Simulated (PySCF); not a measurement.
# Thallium: a sound run and one with changed settings

Sound run: Tl [Xe] 4f14 5d10 6s2 6p1, Tl⁺ [Xe] 4f14 5d10 6s2. Calculation: PySCF 2.14, in aug-cc-pVDZ-PP with ECP60MDF (5s4p3d, 32 functions); scalar relativity through the core potential. The sound run starts from symmetry-adapted Hartree-Fock orbitals and uses a fine grid where one is needed.

Changed run: radial step 0.8 in ln r (0.13 in the sound run). This setting is unsound on purpose.

| species | method | sound run (hartree) | changed run (hartree) | converged |
| --- | --- | --- | --- | --- |
| Tl | UHF | -171.51252 | -171.51252 | yes |
| Tl | PBE | -172.52943 | -174.29196 | yes |
| Tl | LDA | -172.25137 | -174.10638 | yes |
| Tl⁺ | UHF | -171.32881 | -171.32881 | yes |
| Tl⁺ | PBE | -172.33051 | -174.09394 | yes |
| Tl⁺ | LDA | -172.04640 | -173.90248 | yes |

Ionisation energy of Tl:

| method | sound run (eV) | changed run (eV) |
| --- | --- | --- |
| UHF | 4.999 | 4.999 |
| PBE | 5.413 | 5.388 |
| LDA | 5.577 | 5.548 |

A coarse radial grid mis-integrates the density and the exchange-correlation energy, with errors of either sign; Hartree-Fock needs no grid.

For comparison, NIST gives 6.108 eV between the lowest levels.
